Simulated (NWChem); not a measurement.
System: GeSiNH$_{7}$; SMILES [NH2][GeH2][SiH3]

The following NWChem deck was run.

```
start job
memory heap 200 mb stack 900 mb global 1100 mb
geometry units angstroms noautosym nocenter noautoz
  N      1.181159    -1.509153     0.110740
  Ge    -0.385406    -0.540846    -0.022728
  Si     0.208957     1.768201     0.011452
  H      1.038643    -2.515567     0.159315
  H      1.841692    -1.324078    -0.640406
  H     -1.228750    -0.854131    -1.290111
  H     -1.233602    -0.921225     1.206929
  H     -1.006683     2.616991    -0.184742
  H      1.173735     2.062913    -1.093759
  H      0.847875     2.128732     1.312922
end
basis spherical
  * library aug-cc-pvdz
end
dft
  xc xpbe96 cpbe96
  iterations 150
end
property
  response 1 0.0
end
task dft property
```

Excerpt of the output:

```
             Northwest Computational Chemistry Package (NWChem) 7.3.0
             --------------------------------------------------------

                             Geometry "geometry" -> ""
                             -------------------------

 Output coordinates in angstroms (scale by  1.889725989 to convert to a.u.)

  No.       Tag          Charge          X              Y              Z
 ---- ---------------- ---------- -------------- -------------- --------------
    1 N                    7.0000     1.18115900    -1.50915300     0.11074000
    2 Ge                  32.0000    -0.38540600    -0.54084600    -0.02272800
    3 Si                  14.0000     0.20895700     1.76820100     0.01145200
    4 H                    1.0000     1.03864300    -2.51556700     0.15931500
    5 H                    1.0000     1.84169200    -1.32407800    -0.64040600
    6 H                    1.0000    -1.22875000    -0.85413100    -1.29011100
    7 H                    1.0000    -1.23360200    -0.92122500     1.20692900
    8 H                    1.0000    -1.00668300     2.61699100    -0.18474200
    9 H                    1.0000     1.17373500     2.06291300    -1.09375900
   10 H                    1.0000     0.84787500     2.12873200     1.31292200

 Effective nuclear repulsion energy (a.u.)     269.5012524281

  pbe96 is a nonlocal functional; adding pw91lda local functional.
                              NWChem Property Module
                              ----------------------

                                 NWChem DFT Module
                                 -----------------

 Summary of "ao basis" -> "ao basis" (spherical)
 ------------------------------------------------------------------------------
       Tag                 Description            Shells   Functions and Types
 ---------------- ------------------------------  ------  ---------------------
 N                        aug-cc-pvdz                9       23   4s3p2d
 Ge                       aug-cc-pvdz               14       36   6s5p3d
 Si                       aug-cc-pvdz               11       27   5s4p2d
 H                        aug-cc-pvdz                5        9   3s2p

            General Information
            -------------------
          SCF calculation type: DFT
          Wavefunction type:  closed shell.
          No. of atoms     :    10
          No. of electrons :    60
           Alpha electrons :    30
            Beta electrons :    30
          Charge           :     0
          Spin multiplicity:     1
          Use of symmetry is: off; symmetry adaption is: off
          Maximum number of iterations: 150
          AO basis - number of functions:   149
                     number of shells:    69
          Convergence on energy requested:  1.00D-06
          Convergence on density requested:  1.00D-05
          Convergence on gradient requested:  5.00D-04

              XC Information
              --------------
          PerdewBurkeErnzerhof Exchange Functional  1.000
            Perdew 1991 LDA Correlation Functional  1.000 local
           PerdewBurkeErnz. Correlation Functional  1.000 non-local

             Grid Information
             ----------------
          Grid used for XC integration:  medium
          Radial quadrature: Mura-Knowles
          Angular quadrature: Lebedev.
          Tag              B.-S. Rad. Rad. Pts. Rad. Cut. Ang. Pts.
          ---              ---------- --------- --------- ---------
          N                   0.65       49          16.0       434
          Ge                  1.25      112          15.0       590
          Si                  1.10       88          16.0       590
          H                   0.35       45          17.0       434
          Grid pruning is: on
          Number of quadrature shells:   564
          Spatial weights used:  Erf1

      Superposition of Atomic Density Guess
      -------------------------------------

 Sum of atomic energies:       -2421.91237113

      Non-variational initial energy
      ------------------------------

 Total energy =   -2423.056928
 1-e energy   =   -3908.339878
 2-e energy   =    1215.781698
 HOMO         =      -0.310111
 LUMO         =       0.000139

   convergence    iter        energy       DeltaE   RMS-Dens  Diis-err
 ---------------- ----- ----------------- --------- --------- ---------
 d= 0,ls=0.0,diis     1  -2424.8272035925 -2.69D+03  1.09D-02  5.02D-01
 d= 0,ls=0.0,diis     2  -2424.7632433015  6.40D-02  5.62D-03  9.42D-01
 d= 0,ls=0.0,diis     3  -2424.8670465233 -1.04D-01  1.73D-03  1.33D-01
 d= 0,ls=0.0,diis     4  -2424.8823475203 -1.53D-02  4.68D-04  2.01D-03
 d= 0,ls=0.0,diis     5  -2424.8826583701 -3.11D-04  1.76D-04  4.26D-04
  Resetting Diis
 d= 0,ls=0.0,diis     6  -2424.8827314351 -7.31D-05  2.76D-05  9.60D-06
 d= 0,ls=0.0,diis     7  -2424.8827327976 -1.36D-06  9.47D-06  3.68D-07
 d= 0,ls=0.0,diis     8  -2424.8827327765  2.11D-08  5.12D-06  5.42D-07

         Total DFT energy =    -2424.882732776474
      One electron energy =    -3910.812425092927
           Coulomb energy =     1325.262054098599
    Exchange-Corr. energy =     -108.833614210284
 Nuclear repulsion energy =      269.501252428137

 Numeric. integr. density =       60.000021562309

                       DFT Final Molecular Orbital Analysis
                       ------------------------------------

 Vector   28  Occ=2.000000D+00  E=-2.960894D-01
              MO Center= -1.8D-01,  1.5D-01,  1.7D-01, r^2= 4.9D+00
   Bfn.  Coefficient  Atom+Function         Bfn.  Coefficient  Atom+Function
  ----- ------------  ---------------      ----- ------------  ---------------
    41      0.294567   2 Ge pz              114      0.282966   7 H  s
    38      0.261870   2 Ge pz               73     -0.257673   3 Si pz
   105     -0.208552   6 H  s               141     -0.209394  10 H  s
   132      0.199310   9 H  s                70     -0.196289   3 Si pz
     5      0.136724   1 N  px               36     -0.077294   2 Ge px

 Vector   29  Occ=2.000000D+00  E=-2.620211D-01
              MO Center= -3.4D-02,  4.3D-01,  5.3D-02, r^2= 3.7D+00
   Bfn.  Coefficient  Atom+Function         Bfn.  Coefficient  Atom+Function
  ----- ------------  ---------------      ----- ------------  ---------------
    37      0.327695   2 Ge py               69     -0.317137   3 Si py
    72     -0.236407   3 Si py              114     -0.162928   7 H  s
    40      0.151168   2 Ge py                7      0.123452   1 N  pz
   132     -0.115716   9 H  s               123     -0.105148   8 H  s
   141     -0.103581  10 H  s                 5      0.096615   1 N  px

 Vector   30  Occ=2.000000D+00  E=-2.186051D-01
              MO Center=  8.2D-01, -1.3D+00,  8.6D-03, r^2= 2.5D+00
   Bfn.  Coefficient  Atom+Function         Bfn.  Coefficient  Atom+Function
  ----- ------------  ---------------      ----- ------------  ---------------
     7      0.428735   1 N  pz               10      0.297635   1 N  pz
     5      0.241341   1 N  px                3      0.205286   1 N  s
   105      0.205347   6 H  s                 8      0.162243   1 N  px
     6      0.134721   1 N  py               41     -0.133550   2 Ge pz
     4      0.124113   1 N  s                39     -0.116324   2 Ge px

 Vector   31  Occ=0.000000D+00  E=-4.099492D-02
              MO Center=  6.6D-01, -1.1D+00, -2.4D-01, r^2= 8.6D+00
   Bfn.  Coefficient  Atom+Function         Bfn.  Coefficient  Atom+Function
  ----- ------------  ---------------      ----- ------------  ---------------
    29      0.475307   2 Ge s               125     -0.398301   8 H  s
     3      0.360097   1 N  s                28     -0.305377   2 Ge s
   116     -0.305544   7 H  s                89     -0.262441   4 H  s
    43      0.233901   2 Ge py               42     -0.232522   2 Ge px
    98     -0.202294   5 H  s                 2      0.167328   1 N  s

 Vector   32  Occ=0.000000D+00  E=-2.151911D-02
              MO Center= -8.5D-01,  3.8D-01, -1.1D-01, r^2= 1.1D+01
   Bfn.  Coefficient  Atom+Function         Bfn.  Coefficient  Atom+Function
  ----- ------------  ---------------      ----- ------------  ---------------
    29      1.139369   2 Ge s                28      0.788287   2 Ge s
    75      0.548548   3 Si py              107     -0.505795   6 H  s
   116     -0.446851   7 H  s                63     -0.409884   3 Si s
   134     -0.379911   9 H  s                27      0.372400   2 Ge s
     4     -0.341928   1 N  s                74      0.265837   3 Si px

 Vector   33  Occ=0.000000D+00  E=-1.759373D-02
              MO Center=  2.1D-01,  1.7D+00, -2.8D-01, r^2= 1.2D+01
   Bfn.  Coefficient  Atom+Function         Bfn.  Coefficient  Atom+Function
  ----- ------------  ---------------      ----- ------------  ---------------
    64      1.588782   3 Si s               134     -0.808922   9 H  s
   143     -0.723295  10 H  s                43     -0.544199   2 Ge py
   116     -0.469202   7 H  s                63      0.452559   3 Si s
    29      0.378243   2 Ge s                40     -0.314279   2 Ge py
    62      0.301112   3 Si s                74      0.274382   3 Si px

     Multipole analysis of the density
     ---------------------------------

[...]

 DFT Linear Response polarizability / au
 Frequency  =       0.0000000 / au
              X              Y              Z
 -----------------------------------------------
 X      74.1419205      1.6864228      1.6602580
 Y       1.6863301     90.4637833      0.1575110
 Z       1.6604562      0.1574738     68.6720316
 -----------------------------------------------
 Eigenvalues =      74.4333226     90.6410680     68.2033448
 Isotropic   =      77.7592451
 Anisotropic =      20.0618426
 -----------------------------------------------

 Magnetic Dipole Response Matrix (nonzero elements):

 Exiting AOResponse driver routine
```

Level: PBE/aug-cc-pVDZ. Coordinates come from a PBE0/def2-SVP optimisation.
